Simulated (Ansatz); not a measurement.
Basis sets compared for OsO3(NH) (OsNO₃H). Total charge 0; singlet. Geometry PBE0-D4/def2-SVP. Ansatz on 4 threads of Arm Neoverse V1 on a shared host; times are rough, and most runs start from earlier orbitals.

```xyz
6

Os    0.310   -0.273   -0.184
O     1.220   -1.008    1.052
O    -0.452   -1.478   -1.115
O     1.348    0.636   -1.180
N    -0.873    0.751    0.502
H    -1.553    1.372    0.925
```

In the def2 sets Os takes a core potential; there is no spin–orbit coupling. The restricted singlet is unstable towards broken spin symmetry in Hartree–Fock (as tested in another run); at PBE-D4/def2-SVP, PBE-D4/def2-TZVPD, r2SCAN-D4/def2-TZVP, r2SCAN-D4/def2-TZVPD and others this wasn't settled.

Binding counts from free atoms (Os quintet, O triplet, N quartet, H doublet) in the same basis, without a counterpoise term.

```
                          level  functions  energy (Eh)  HOMO (eV)  LUMO (eV)  binding per atom (eV)  wall time
                PBE-D4/def2-SVP         93    -371.3013      -7.70      -3.89                   4.56     0.75 s
               PBE-D4/def2-TZVP        170    -371.6660      -7.77      -3.99                   4.60      1.3 s
            r2SCAN-D4/def2-TZVP        170    -371.7900      -8.12      -4.08                   4.24      2.8 s
               PBE0-D4/def2-SVP         93    -371.1550      -9.23      -3.43                   3.90      0.9 s
PBE0-D4/def2-TZVP (with forces)        170    -371.5254      -9.23      -3.44                   3.98      2.2 s
```

Problem. Estimate the rows for PBE-D4/def2-TZVPD, r2SCAN-D4/def2-TZVPD, PBE0-D4/def2-TZVPD.

Solution. 
| level | functions | energy (Eh) | HOMO (eV) | LUMO (eV) | binding per atom (eV) | wall time |
| --- | --- | --- | --- | --- | --- | --- |
| PBE-D4/def2-TZVPD | 209 | -371.6690 | -7.81 | -4.07 | 4.60 | 2 s |
| r2SCAN-D4/def2-TZVPD | 209 | -371.7930 | -8.13 | -4.11 | 4.24 | 3.8 s |
| PBE0-D4/def2-TZVPD | 209 | -371.5283 | -9.25 | -3.50 | 3.98 | 2.8 s |
